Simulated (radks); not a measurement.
Spherical quantum dot in the effective-mass picture: electrons in a parabolic well V = omega^2 r^2 / 2 with omega = 0.275, all in effective atomic units (hartree* = m*/eps^2 hartree, bohr* = eps/m* bohr), one dielectric constant everywhere. Calculated with a radial shooting solver with Libxc functionals: non-relativistic Kohn-Sham, exchange-only LDA, spin-polarised, spherical densities. Levels are named by radial order and angular momentum (1s, 1p, 1d, 2s, ...), and open shells are averaged over m.

N = 27, configuration 1s2 1p6 1d10 2s2 1f(up 7, down 0). This is the lowest configuration that the search found. Occupied and some empty levels:

level    occupation  eigenvalue (hartree*)  <r> (bohr*)
1s up             1                 5.4471        4.402
1s down           1                 5.4699        4.028
1p up             3                 5.5138        5.180
1p down           3                 5.5495        4.976
1d up             5                 5.5990        5.690
1d down           5                 5.6418        5.592
2s up             1                 5.6437        4.473
2s down           1                 5.6671        4.656
1f up             7                 5.7004        6.082
1f down           0                 5.7468        6.046
2p up             0                 5.7687        5.047
2p down           0                 5.7925        5.105
1g up             0                 5.8162        6.408
1g down           0                 5.8641        6.410
2d up             0                 5.9020        5.563
2d down           0                 5.9288        5.564

Energy (hartree*): total 93.0297, kinetic 5.0754, external 32.702, Hartree 60.115, exchange-correlation -4.8626.
